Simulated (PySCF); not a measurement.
1-fluorobicyclo[2.2.1]heptane, C7H11F.
Numbering: `[F:1][C@:2]12[CH2:3][CH2:4][C@H:5]([CH2:6][CH2:7]1)[CH2:8]2` (hydrogens: H9, H10 on C3; H11, H12 on C4; H13 on C5; H14, H15 on C6; H16, H17 on C7; H18, H19 on C8)

The same species was optimised twice, with GFN2-xTB and with PBE0-D3(BJ)/def2-SVP (PySCF), and the same property calculations (PySCF, gas phase) were run on both structures.

| coordinate | GFN2-xTB | PBE0-D3(BJ)/def2-SVP | change |
| --- | --- | --- | --- |
| F1–C2 (Å) | 1.376 | 1.368 | -0.008 |
| C6–C7 (Å) | 1.541 | 1.548 | +0.007 |
| C3–C4 (Å) | 1.541 | 1.548 | +0.007 |
| C5–C6 (Å) | 1.536 | 1.540 | +0.004 |
| C4–C5 (Å) | 1.536 | 1.540 | +0.004 |
| C5–C8 (Å) | 1.528 | 1.531 | +0.003 |
| C2–C8 (Å) | 1.529 | 1.530 | +0.001 |
| C2–C7 (Å) | 1.531 | 1.530 | -0.001 |
| C2–C3 (Å) | 1.531 | 1.530 | -0.001 |
| C2–C8–C5 (°) | 92.9 | 93.4 | +0.5 |
| F1–C2–C8 (°) | 115.7 | 116.0 | +0.3 |
| C2–C3–C4 (°) | 102.1 | 102.4 | +0.3 |
| C6–C5–C8 (°) | 101.8 | 101.5 | -0.3 |
| C4–C5–C8 (°) | 101.8 | 101.5 | -0.3 |
| C2–C7–C6 (°) | 102.1 | 102.4 | +0.3 |
| C3–C2–C8 (°) | 102.6 | 102.3 | -0.3 |
| C7–C2–C8 (°) | 102.6 | 102.4 | -0.2 |

Rotational constants: A = 3195, B = 2186, C = 1843 MHz (GFN2-xTB) against A = 3185, B = 2180, C = 1835 MHz (PBE0-D3(BJ)/def2-SVP). Point groups within 0.08 Å: Cs and Cs.

On the GFN2-xTB structure: HOMO (eV) -8.31 [PBE0/pcSseg-1]; LUMO (eV) 1.15 [PBE0/pcSseg-1]; dipole (D) 1.95 [PBE0/pcSseg-1]; GIAO shielding of F1 (ppm) 382.6 [PBE0/pcSseg-1]; GIAO shielding of C2 (ppm) 80.9 [PBE0/pcSseg-1]; GIAO shielding of C3/C7 (mean) (ppm) 151.5 [PBE0/pcSseg-1]; GIAO shielding of C4/C6 (mean) (ppm) 154.7 [PBE0/pcSseg-1]; GIAO shielding of C5 (ppm) 151.0 [PBE0/pcSseg-1]; GIAO shielding of C8 (ppm) 143.9 [PBE0/pcSseg-1].

Q: What do these properties become on the PBE0-D3(BJ)/def2-SVP structure?

A: 
```json
{"property": "HOMO (eV)", "level": "PBE0/pcSseg-1", "on GFN2-xTB": "-8.31", "on PBE0-D3(BJ)/def2-SVP": "-8.30", "change": "+0.01"}
{"property": "LUMO (eV)", "level": "PBE0/pcSseg-1", "on GFN2-xTB": "1.15", "on PBE0-D3(BJ)/def2-SVP": "1.12", "change": "-0.03"}
{"property": "dipole (D)", "level": "PBE0/pcSseg-1", "on GFN2-xTB": "1.95", "on PBE0-D3(BJ)/def2-SVP": "1.89", "change": "-0.06"}
{"property": "energy, GFN2-xTB geometry as zero (kcal/mol)", "level": "PBE0/pcSseg-1", "on GFN2-xTB": "0.0", "on PBE0-D3(BJ)/def2-SVP": "-0.2", "change": "-0.2"}
{"property": "GIAO shielding of F1 (ppm)", "level": "PBE0/pcSseg-1", "on GFN2-xTB": "382.6", "on PBE0-D3(BJ)/def2-SVP": "384.2", "change": "+1.6"}
{"property": "GIAO shielding of C2 (ppm)", "level": "PBE0/pcSseg-1", "on GFN2-xTB": "80.9", "on PBE0-D3(BJ)/def2-SVP": "82.3", "change": "+1.4"}
{"property": "GIAO shielding of C3/C7 (mean) (ppm)", "level": "PBE0/pcSseg-1", "on GFN2-xTB": "151.5", "on PBE0-D3(BJ)/def2-SVP": "149.5", "change": "-2.0"}
{"property": "GIAO shielding of C4/C6 (mean) (ppm)", "level": "PBE0/pcSseg-1", "on GFN2-xTB": "154.7", "on PBE0-D3(BJ)/def2-SVP": "152.6", "change": "-2.1"}
{"property": "GIAO shielding of C5 (ppm)", "level": "PBE0/pcSseg-1", "on GFN2-xTB": "151.0", "on PBE0-D3(BJ)/def2-SVP": "149.2", "change": "-1.8"}
{"property": "GIAO shielding of C8 (ppm)", "level": "PBE0/pcSseg-1", "on GFN2-xTB": "143.9", "on PBE0-D3(BJ)/def2-SVP": "141.6", "change": "-2.3"}
```

The heavy atoms differ by 0.005 Å rms after alignment. Among bonds between heavy atoms F1–C2, C3–C4 and C6–C7 change most and about equally (-0.008 to +0.007 Å). Changes are differences of the printed values. Neither structure is proved a minimum here.
